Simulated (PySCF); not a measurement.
# Excitation energy of Cl⁺ by level of theory

Cl⁺ [Ne] 3s2 3p4 (3P) → Cl⁺ [Ne] 3s1 3p5 (3P), as a difference of total energies. Calculation: PySCF 2.14, in aug-cc-pwCVDZ; the non-relativistic Hamiltonian (point nucleus). Correlated levels: valence: [Ne] frozen; valence and next inner shell: 1s2 frozen; nothing frozen. The calculations carry no spin-orbit coupling.

```csv
method,excitation energy (eV),error (eV)
UHF,14.281,+2.708
LDA,12.232,+0.659
PBE,12.299,+0.726
PBE0,12.828,+1.255
r2SCAN,12.584,+1.011
PW91,12.288,+0.715
M06-L,12.719,+1.146
wB97M-V,12.999,+1.426
PBEsol,12.251,+0.678
MP2 (valence),12.916,+1.343
SCS-MP2 (valence),12.729,+1.156
MP2 (valence and next inner shell),12.893,+1.320
SCS-MP2 (valence and next inner shell),12.711,+1.138
MP2 (all electrons),12.889,+1.316
SCS-MP2 (all electrons),12.708,+1.135
```

Reference: 11.573 eV (measured; NIST levels, between the centres of gravity of the two terms).

Errors of the correlated levels include the incompleteness of this basis and the frozen core.
